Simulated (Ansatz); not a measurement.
Program: Ansatz. Geometries: PBE0-D4/def2-TZVP. ΔE: electronic, gas phase. CBS: MP2 limit from def2 TZ/QZ plus the TZ coupled-cluster correction, frozen cores. Elements past krypton have def2 core potentials. For Cd outer-core shells are correlated without core-valence functions, which leaves a few kJ/mol of doubt a bond. Each species was taken in one conformer, which may not be the lowest.

`N=C([SiH3])O[SiH3]` + `[NH2][Cd][OH]` → `[NH2][Cd][O][SiH3]` + `N=C(O)[SiH3]`  (ligand exchange at the Si–O bond)

`N=C([SiH3])O[SiH3]`:

Z-matrix (Å, degrees):
```
Si
C 1 1.901
H 1 1.483 2 109.4
H 1 1.483 2 109.4 3 -120.4
H 1 1.485 2 107.4 3 119.8
O 2 1.346 1 113.3 3 60.2
N 2 1.266 1 128.3 3 -119.8
Si 6 1.693 2 117.6 1 179.9
H 7 1.015 2 112.7 1 0.0
H 8 1.482 6 101.9 2 -180.0
H 8 1.480 6 111.5 2 62.8
H 8 1.480 6 111.4 2 -62.7
```

`[NH2][Cd][OH]`:

Cartesian coordinates in Å:
```
N 1.104 -0.744 -0.919
Cd -0.095 0.365 0.238
O -1.066 1.639 1.373
H 0.683 -0.943 -1.819
H 1.312 -1.642 -0.497
H -1.938 1.326 1.623
```

`[NH2][Cd][O][SiH3]`:

```xyz
9

N     1.618    2.483    0.587
Cd    0.839    0.754   -0.043
O     0.015   -0.931   -0.610
Si   -1.347   -1.740   -0.270
H     2.535    2.348    0.998
H     1.743    3.134   -0.180
H    -2.571   -0.963   -0.635
H    -1.370   -3.020   -1.031
H    -1.463   -2.065    1.185
```

`N=C(O)[SiH3]`:

```xyz
9

N    -0.920   -1.441    0.191
C    -0.233   -0.416    0.469
O     0.047   -0.136    1.756
Si    0.499    0.857   -0.738
H    -1.062   -1.542   -0.809
H    -0.365   -0.834    2.289
H     0.125    0.415   -2.104
H    -0.068    2.199   -0.459
H     1.975    0.897   -0.595
```

```tsv
species	CCSD(T)/CBS(def2) energy (Eh)
`N=C([SiH3])O[SiH3]`	-750.30473
`[NH2][Cd][OH]`	-299.39515
`[NH2][Cd][O][SiH3]`	-589.71637
`N=C(O)[SiH3]`	-459.99321
```

(1) Work out ΔE.

Largest T1 diagnostic among the species: 0.016.

Answers

(1) ΔE = (-589.71637) + (-459.99321) − (-750.30473) − (-299.39515) = -0.00970 Eh = -25.5 kJ/mol.

From PBE to PBE0 (25 % exact exchange), in def2-TZVPP and without D4, ΔE moves by −5.5 kJ/mol. In def2-TZVPP, CCSD(T) changes the Hartree–Fock value by +15.0 kJ/mol (the triples alone add +2.4 kJ/mol) and MP2 by +16.6 kJ/mol. The D4 term adds +4.2 kJ/mol with B3LYP and +2.4 kJ/mol with PBE0; it sums over pairs of atoms, weighted by their polarisabilities, and B3LYP, whose exchange is more repulsive, gets the larger term.

B3LYP here is the variant with VWN-RPA as its local correlation; programs differ in this.
